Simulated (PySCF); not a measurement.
Question: Write a Z-matrix for `[H][In]([H])[S]C` (InH2(SMe)) as optimised with PBE0-D3(BJ)/def2-SVP.

Answer: 
Z-matrix in Å and degrees, rows numbered from 1:
```
In
H   1  1.7255
H   1  1.7180  2  130.69
S   1  2.3980  2  113.64  3   179.76
C   4  1.8270  1  103.45  2    -1.95
H   5  1.0988  4  112.41  1     2.03
H   5  1.0992  4  109.07  1  -118.72
H   5  1.0989  4  108.88  1   122.71
```

S4 (sulfur bonded to C and In) is bent (angle 103.5°). In1 (indium bonded to S and 2 H) is planar (angles 130.7°, 115.7° and 113.6°, sum 360.0°, 0.00 Å off the plane of its three neighbours).

Method: PySCF 2.14.0, PBE0-D3(BJ)/def2-SVP geometry optimisation, gas phase, def2 core potentials past Kr.

Point group: near Cs, missed by 0.09 Å at most; the miss may be what the optimiser left on a soft mode. Not checked by PBE0-D3(BJ)/def2-SVP frequencies. One conformer, not necessarily the lowest (H–In1–S4–C5 -2° and 178°).
